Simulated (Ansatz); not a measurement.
Conformers of C3H4F4O (`FCCOC(F)(F)F`), each relaxed with PBE0-D4/def2-TZVP in Ansatz. CBS adds the triple-zeta coupled-cluster correction to the MP2 limit.

Not all of them had a frequency check.

Conformer A:

```xyz
12

F    -1.650    2.168   -0.752
C    -0.520    1.698   -0.122
C    -0.484    0.197   -0.280
O     0.700   -0.236    0.389
C     0.926   -1.554    0.390
F     1.044   -2.055   -0.847
F     2.052   -1.781    1.042
F    -0.055   -2.242    0.989
H     0.358    2.159   -0.584
H    -0.562    1.977    0.934
H    -0.443   -0.076   -1.337
H    -1.366   -0.256    0.179
```

Conformer B:

Z-matrix (Å, degrees):
```
C
C 1 1.513
F 1 1.378 2 108.1
H 1 1.092 2 111.3 3 119.3
H 1 1.093 2 110.5 3 -118.9
O 2 1.430 1 109.2 3 174.1
H 2 1.090 1 110.2 3 57.2
H 2 1.092 1 111.1 3 -63.1
C 6 1.336 2 116.4 1 104.5
F 9 1.340 6 112.6 2 63.2
F 9 1.321 6 108.3 2 -176.9
F 9 1.343 6 112.6 2 -57.0
```

Q: Which is lowest in electronic energy at CCSD(T)/CBS (frozen core, def2 sets), and by how much? (An estimate is asked.)

A: The calculation gave: A; B lies 1.5 kJ/mol higher. Gaps under about 2 kJ/mol don't settle the order.

Q: Give the energies relative to A (kJ/mol) with r2SCAN-D4/def2-TZVPP, B3LYP/def2-TZVPP, HF/def2-TZVPP, SCS-MP2/def2-TZVPP, CCSD(T)/def2-TZVPP, MP2/def2-QZVPP, MP2/CBS(def2). (An estimate is asked.)

A: Ansatz gave: 
```json
{"level": "r2SCAN-D4/def2-TZVPP", "B": "1.2"}
{"level": "B3LYP/def2-TZVPP", "B": "2.4"}
{"level": "HF/def2-TZVPP", "B": "3.8"}
{"level": "SCS-MP2/def2-TZVPP", "B": "1.9"}
{"level": "CCSD(T)/def2-TZVPP", "B": "1.4"}
{"level": "MP2/def2-QZVPP", "B": "1.7"}
{"level": "MP2/CBS(def2)", "B": "1.8"}
```

B3LYP here is the variant with VWN-RPA as its local correlation; programs differ in this.
